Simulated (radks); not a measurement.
Coherent X-ray form factor from a spherical all-electron density. Calculated with a radial shooting solver on a logarithmic mesh with Libxc functionals: non-relativistic Kohn-Sham, r2SCAN, spin-polarised, spherical densities, point nucleus; meta-GGA in the generalised Kohn-Sham scheme.

| sin(theta)/lambda (1/angstrom) | f0 (electrons) |
|---|---|
| 0.05 | 1.983 |
| 0.1 | 1.935 |
| 0.15 | 1.859 |
| 0.2 | 1.760 |
| 0.25 | 1.644 |
| 0.3 | 1.519 |
| 0.4 | 1.261 |
| 0.5 | 1.020 |
| 0.6 | 0.813 |
| 0.8 | 0.507 |
| 1 | 0.318 |
| 1.25 | 0.183 |
| 1.5 | 0.110 |
| 2 | 0.045 |

The species is in the configuration that NIST lists as its ground one. Which atom or ion scatters so?

Answer. The lithium ion Li+, [He]. Extrapolating in s^2 from the first two rows gives f0(0) = 2.0, near the electron count 2; among species with that count, the fall with angle is slower the higher Z, and the table is that of Z = 3; from so few rows the species is fixed only to a neighbour or two.
